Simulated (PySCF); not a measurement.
**HgH and its ions**

UHF-CCSD(T); PySCF, scalar-relativistic core potentials, basis sets Hg def2-SVPD with ECP60, H def2-SVPD. Neutral (UHF): doublet (σ ↑), Re = 1.783 Å, ωe = 1201 cm⁻¹, De = 0.29 eV.

HgH⁺ (RHF): singlet (closed shell), Re = 1.596 Å, ωe = 2001 cm⁻¹, De = 2.60 eV to Hg⁺ + H. The energies at the minima are -153.42027 hartree for HgH and -153.13308 for HgH⁺.

Work out the adiabatic ionisation energy, without and with harmonic zero-point energies (1 hartree = 27.2114 eV, 1 eV = 8065.5 cm⁻¹), and the change of the bond length.

At CCSD(T): 0.28719 hartree = 7.815 eV between the minima; the zero-point term (2001.0 − 1201.0)/2 cm⁻¹ = +0.050 eV makes it 7.864 eV. Re changes by -18.7 pm against the neutral. The electron leaves a σ orbital, and the shorter bond of the ion fits an antibonding orbital, or a change in how ionic the bond is.

Correlated steps freeze no core orbitals. Weak bonds: HgH. Basis-set superposition, not corrected here, can be much of De in a small basis, most of all at correlated wavefunction levels. Spin–orbit coupling is left out. For an ion De counts to the pair picked by the measured ionisation energies or electron affinities, which need not be the lowest pair at this level. Where the molecule has an RHF reference, its open-shell atoms are computed with UHF. The CCSD T1 diagnostic is raised in HgH⁺, a sign that a single reference may not be enough there. States were picked by a PBE0 search and need not be the measured ground states.

Neutral and ion stand on different kinds of reference determinant, which adds to the error of the difference.
